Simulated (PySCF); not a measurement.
Two structures, one formula

Two relaxed structures of CH₄SeSi, closed shell (PBE0-D4/def2-TZVP; forces vanish, vibrations not checked).

A:

```xyz
7
angstrom
C -0.6785 -0.3623 -0.4599
Si -0.6016 1.1982 -1.5515
Se 0.7831 0.7949 0.2591
H -0.2125 -1.3170 -0.7296
H -1.3956 -0.4981 0.3578
H 0.3780 0.5771 1.7327
H 1.7620 -0.3818 0.4605
```

B:

```tsv
atom	x (Å)	y (Å)	z (Å)
C1	-0.1059	-0.2983	-0.5738
Si2	0.9156	0.3433	0.8562
Se3	-1.2293	0.6841	-1.4955
H4	-0.0020	-1.3472	-0.8580
H5	0.5901	-0.4518	2.0718
H6	0.6264	1.7783	1.0749
H7	2.3569	0.1370	0.5456
```

PySCF 2.14 with density fitting (its default auxiliary sets; JK sets also for MP2 and CCSD(T)); basis: def2-TZVPP; cores frozen in the correlated methods. Filled d shells of the heavier atoms are correlated. The def2 sets are not built for correlating such inner shells, so the correlated values are less sure here. B3LYP uses VWN-RPA correlation.

Task: Which structure is lower at CCSD(T), and by how much? (Judge from chemistry; the value comes from the calculation.)

Result: Computed: B, by 89.82 kcal/mol (electronic energy, against the other). By their contacts, A is CH₄SeSi ([CH2]1[Si][SeH2]1) and B is CH₄SeSi ([SiH3][CH][Se]).

All methods give the same order:

| method | E(B) − E(A) (kcal/mol) |
| --- | --- |
| PBE-D4 | -76.28 |
| r2SCAN-D4 | -83.93 |
| PBE0-D4 | -82.44 |
| B3LYP-D4 | -89.13 |
| wB97M-V | -90.13 |
| HF | -112.89 |
| MP2 | -90.64 |
| CCSD | -93.76 |
| CCSD(T) | -89.82 |

T1 diagnostic: at most 0.018. The restricted Hartree–Fock reference is unstable towards an unrestricted one at one or more of these structures.

Labels in which every atom is bracketed show which atoms are joined, not bond orders.

For scale, one of the runs: CCSD(T)/def2-TZVPP, 177 basis functions, launched by `OMP_NUM_THREADS=2 python run.py`. Time: 9 min of wall clock on 2 CPU threads of an Arm Neoverse V1; the host was shared. Peak host memory: 1.8 GiB.
